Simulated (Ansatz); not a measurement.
**Worked example: SiH(CH3)3 + C2H7NSi → Si(CH3)3(NH2) + C2H6Si**

Species: SiH(CH3)3, singlet; C2H7NSi `C=C[SiH2]N`, singlet; Si(CH3)3(NH2), singlet; C2H6Si (vinylsilane) `C=C[SiH3]`, singlet. The partners trade H for NH2; both sit on Si, so the bond types are kept.

Shapes, held fixed at every level: PBE0-D4/def2-TZVP. Flexible molecules stand in one conformer, not always the lowest. Programs: Ansatz 0.2.0. The zero-point and thermal change to 298 K, harmonic and unscaled (PBE0-D4/def2-TZVP), is -1.3 kJ/mol.

At CCSD(T)/CBS estimate; 1 Eh = 2625.50 kJ/mol:

```
      species  energy (Eh)
    SiH(CH3)3  -409.293298
      C2H7NSi  -424.104787
Si(CH3)3(NH2)  -464.639442
       C2H6Si  -368.760771
```

Q: Work out ΔH(298 K) of the reaction at this level.

A: 
1. Products less reactants: (-464.639442) + (-368.760771) − [(-409.293298) + (-424.104787)] = -0.002128 Eh = -5.6 kJ/mol.
2. With the thermal change: -5.6 + (-1.3) = -6.9 kJ/mol.

Other levels give -7.5 (CCSD(T)/def2-TZVPP) to -5.7 kJ/mol (PBE0-D4/def2-TZVPP). No measured value is set beside it here. The CBS estimate extrapolates MP2 from def2-TZVPP and def2-QZVPP and adds CCSD(T) − MP2 in the triple-zeta set, cores frozen.
